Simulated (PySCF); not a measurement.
A GIAO shielding run with PySCF 2.14 (density fitting, non-relativistic, gas phase) on SMILES C1=C([Si@](C)(O)S)C=CC=C1, C7H10OSSi:

```
$ OMP_NUM_THREADS=1 python probes_run.py task.json out

{"job": {"kind": "nmr", "xc": "PBE0", "basis": "pcSseg-1"}, "charge": 0, "multiplicity": 1}
C     -2.776145    -0.437946     0.621518
Si    -1.439371     0.766117     0.024487
O     -1.735605     1.369887    -1.461467
S     -1.450635     2.390890     1.477516
C      0.286258     0.022439    -0.100130
C      0.948183    -0.054558    -1.321096
C      2.211940    -0.609071    -1.409527
C      2.834961    -1.100336    -0.274702
C      2.189901    -1.029167     0.948726
C      0.927599    -0.471527     1.032695
H     -3.738197     0.059712     0.708055
H     -2.534198    -0.845588     1.597110
H     -2.887276    -1.268328    -0.068944
H     -2.526857     1.867259    -1.655660
H     -0.417265     3.036197     0.960794
H      0.462377     0.328505    -2.204888
H      2.713355    -0.658141    -2.365505
H      3.820363    -1.538059    -0.342409
H      2.672527    -1.406641     1.838726
H      0.432937    -0.410963     1.991666
```

Hardware: 1 thread of an Arm Neoverse N1, shared host. The job also computes population analyses, field gradients, ring-centre shieldings.

Q: How large is the calculation?

A: 90 electrons, 234 basis functions and 1256 auxiliary functions.

Q: How long does it take, and how much memory does it need?

A: 94 s of wall time, with 14 SCF cycles and 5 response iterations; peak memory 0.99 GiB. Times on a shared host scatter by some tens of per cent.
